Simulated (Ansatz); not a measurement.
BrCdHO (`[OH][Cd][Br]`). The species carries charge 0 and has multiplicity 1. Cd takes the def2 core potential.

```
atom    x (Å)    y (Å)    z (Å)
  O1  -0.2763  -1.4574   0.2081
 Cd2   0.2438   0.4344   0.1155
 Br3   0.9751   2.7150   0.1185
  H4  -0.9426  -1.6920  -0.4421
```

(1) What are the harmonic wavenumbers in cm⁻¹ at PBE0-D4/def2-TZVP (Ansatz, finite differences of forces, unscaled)? (Best estimate.)

(2) Is this a minimum?

(3) Give the ideal-gas thermochemistry at 298.15 K and 1 bar (rigid rotor, harmonic oscillator; point group Cs, symmetry number 1).

(4) And at 400, 500, 600, 800 and 1000 K?

(5) Rotational constants (cm⁻¹)?

Results:

(1) Ansatz gave: 104, 109, 258, 598, 800, 3888.

(2) Yes, all 6 modes are real.

(3) Zero-point energy 34.4 kJ/mol; H(298) − E = 50.0 kJ/mol; entropy 310.5 J/(mol·K), of which translation 175.5, rotation 97.4, vibration 37.6; G(298) − E = -42.6 kJ/mol.

(4) 
| T (K) | H − E (kJ/mol) | S (J/mol/K) | G − E (kJ/mol) |
| --- | --- | --- | --- |
| 400 | 56.7 | 329.8 | -75.2 |
| 500 | 63.6 | 345.2 | -109.0 |
| 600 | 70.6 | 358.0 | -144.2 |
| 800 | 85.1 | 378.7 | -217.9 |
| 1000 | 99.8 | 395.2 | -295.4 |

(5) 22.06, 0.04143, 0.04135.
